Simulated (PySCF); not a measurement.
C4H2Br2, SMILES C#C/C(Br)=C\Br. Atoms are numbered in the order given.

```xyz
8

C      2.7960    -0.1592     0.0000
C      1.5897    -0.2877     0.0000
C      0.1871    -0.4629     0.0000
Br    -0.4183    -2.2619     0.0000
C     -0.7370     0.5134     0.0000
Br    -0.2981     2.3225     0.0000
H      3.8637    -0.0373     0.0000
H     -1.8062     0.2975     0.0000
```
Charge 0, spin multiplicity 1.

The structure is a stationary point at PBE0-D3(BJ)/def2-SVP. The structure was generated by enumeration; whether it is a known compound was not checked.

Method: ωB97X/def2-TZVP (PySCF).

Symmetry labels are those of the subgroup Cs that the program uses (full group Cs).

**Question.** List the valence orbital energies around the gap with their symmetry. (Estimate from the structure and the level; the computed values follow.)

**Answer.** 
```
orbital  symmetry  energy (eV)
-------  --------  -----------
HOMO−7         A"       -14.07
HOMO−6         A'       -13.58
HOMO−5         A"       -11.81
HOMO−4         A'       -11.45
HOMO−3         A"       -11.11
HOMO−2         A'       -11.10
HOMO−1         A'       -10.63
HOMO           A"        -9.25
LUMO           A"         0.35
LUMO+1         A'         1.16
LUMO+2         A'         2.33
LUMO+3         A'         3.80
```
